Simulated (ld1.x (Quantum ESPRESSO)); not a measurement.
O (Z = 8): excitation energies, all-electron against ultrasoft

oxygen, ultrasoft, made with ld1.x (Quantum ESPRESSO) 7.5 (PBE, non-relativistic). Core [He], reference 2s2 2p4. Waves: 2s (bound): rcut 0.60, rcutus 0.80 bohr; 2s channel at -0.65 Ry: rcut 0.60, rcutus 0.80 bohr; 2p (bound): rcut 0.85, rcutus 0.95 bohr; 2p channel at 3.1 Ry: rcut 0.85, rcutus 0.95 bohr; 3d channel at 0.35 Ry: rcut 0.60, rcutus 0.80 bohr. Local part: all-electron potential smoothed inside 0.65 bohr (lloc = -1). Core correction: a·sin(br)/r model core inside 0.80 bohr. Augmentation charge: PSQ, inside the norm-conserving radii.

Energies are relative to the spin-unpolarised reference configuration 2s2 2p4; without spin polarisation the order of configurations can differ from experiment. The frozen-core shift is the all-electron ΔE with the core orbitals held at their reference shape minus the fully relaxed ΔE.

```json
{"valence configuration": "2s2 2p3", "charge": "+1", "ΔE all-electron (eV)": "16.439", "error AE − PS (meV)": "-0.3", "frozen-core shift (meV)": "+0.1"}
{"valence configuration": "2s2 2p1", "charge": "+3", "ΔE all-electron (eV)": "103.905", "error AE − PS (meV)": "+37", "frozen-core shift (meV)": "+6.4"}
{"valence configuration": "2s2 2p0", "charge": "+4", "ΔE all-electron (eV)": "180.807", "error AE − PS (meV)": "+334", "frozen-core shift (meV)": "+23"}
{"valence configuration": "2s0 2p6", "charge": "0", "ΔE all-electron (eV)": "29.828", "error AE − PS (meV)": "+49", "frozen-core shift (meV)": "+1.6"}
{"valence configuration": "2s2 2p4.3", "charge": "-0.3", "ΔE all-electron (eV)": "-2.125", "error AE − PS (meV)": "0.0", "frozen-core shift (meV)": "0.0"}
```

**Question.** What are ΔE and the potential's error for 2s2 2p2?

**Answer.** ΔE = 50.033 eV all-electron; the error (AE − PS) is +1.3 meV.

**Question.** What are ΔE and the potential's error for 2s2 2p3.5?

**Answer.** ΔE = 6.290 eV all-electron; the error (AE − PS) is -0.1 meV.
